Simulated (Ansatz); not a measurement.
Diatomic AsS, multiplicity 2 (lowest of 2S+1 = 2, 4 at CCSD(T)/def2-TZVPP on PBE0 minima; our sources give no spin for the ground state, which may be another). No spin–orbit coupling. As is treated without relativity. The T1 diagnostic near the minimum is 0.048, so single-reference values are doubtful.

Constants: fifth-degree fit in 1/R to seven points, most abundant isotopes. Runs in def2 and cc sets follow the lowest solution found near the PBE0 minimum.

Codes used: Ansatz (a first-principles code). 

Energies at PBE/def2-TZVPP:

```csv
R (Å),E (hartree)
1.870359,-2633.55272474
1.920638,-2633.56232706
1.966894,-2633.56753445
2.019183,-2633.57004861
2.071473,-2633.56970089
2.131807,-2633.56653762
2.202197,-2633.56006402
```

With a reduced mass of 22.4092 u, find the minimum, the force constant and the constants.

A fifth-degree polynomial in 1/R puts the minimum at r_e = 2.0377 Å with force constant 418 N/m. Then ω_e = (1/2πc)√(k/μ) = 562 cm⁻¹ and B_e = h/(8π²cμr_e²) = 0.1812 cm⁻¹; the cubic and quartic terms give α_e = 0.00074 and ω_e x_e = 1.6 cm⁻¹.
